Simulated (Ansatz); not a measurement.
Reactions of `C=CC(C)(F)S`.

Isolated molecules relaxed with PBE0-D4/def2-TZVP in Ansatz; ΔE leaves out vibrations. CBS: MP2 limit from def2 TZ/QZ plus the TZ coupled-cluster correction, frozen cores. Elements past krypton have def2 core potentials. For Ge, Sn outer-core shells are correlated without core-valence functions, which leaves a few kJ/mol of doubt a bond. Scalar relativity is left out up to krypton. Each species was taken in one conformer, which may not be the lowest.

**Question.** Order these by ΔE at CCSD(T)/CBS, lowest first. (An estimate is asked.)
A. `C=CC(C)(F)S` + `OC(S)S` → `CSC(O)S` + `C=CC(F)S`
B. `C=CC(C)(F)S` + `[F][SnH]([F])[F]` → `C=[CH][Sn]([F])([F])[F]` + `CC(F)S`
C. `C=CC(C)(F)S` + `O[Si](Cl)(Cl)Cl` → `C=CO[Si](Cl)(Cl)Cl` + `CC(F)S`
D. `C=CC(C)(F)S` + `[OH][GeH2][SiH](O)O` → `CO[SiH](O)[GeH2][OH]` + `C=CC(F)S`

**Answer.** B (-4.4 kcal/mol), A (+5.7 kcal/mol), C (+12.4 kcal/mol), D (+17.7 kcal/mol).

Largest T1 diagnostic: 0.015, for `[F][SnH]([F])[F]`.
